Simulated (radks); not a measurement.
Values are calculated unless marked as measured or tabulated.
Fractional charge and spin in the 3s shell of chlorine: the spin-up occupation runs from 0 to 1 and the spin-down occupation from 0 to 1; the fullest corner is Cl, [Ne] 3p(up 2.5, down 2.5) 3s(up 1, down 1). Level of theory: scalar-relativistic Kohn-Sham, SCAN, spin-polarised, spherical densities, finite nucleus; meta-GGA in the generalised Kohn-Sham scheme; Fermi nuclear charge, rms radius of each element as measured or else 0.836 A^(1/3) + 0.57 fm (a radial shooting solver on a logarithmic mesh with Libxc functionals). Energy (eV) minus the two flat planes that join the four corners (they meet along the diagonal where the two added fractions sum to one electron); zero is where a piecewise linear energy would lie.

down \ up       0    0.25     0.5    0.75       1
0           0.000  -1.172  -1.551  -1.158   0.000
0.25       -1.172  -1.403  -0.914   0.364  -1.034
0.5        -1.551  -0.914   0.474  -0.803  -1.382
0.75       -1.158   0.364  -0.803  -1.254  -1.031
1           0.000  -1.034  -1.382  -1.031   0.000

Corners above the fullest one (they belong to Cl+ and the next ion): (up 1, down 0) 27.078 eV, (up 0, down 1) 27.078 eV, (up 0, down 0) 67.817 eV. With half an added electron in each spin the energy lies 0.474 eV from the planes, and with half an added electron in spin up alone -1.551 eV. The planes are only a guide here: the flat-plane condition holds for ground states with one frontier orbital, while this shell lies below other occupied shells, so the corners above the fullest one are inner-hole states and not the ground states of those ions.
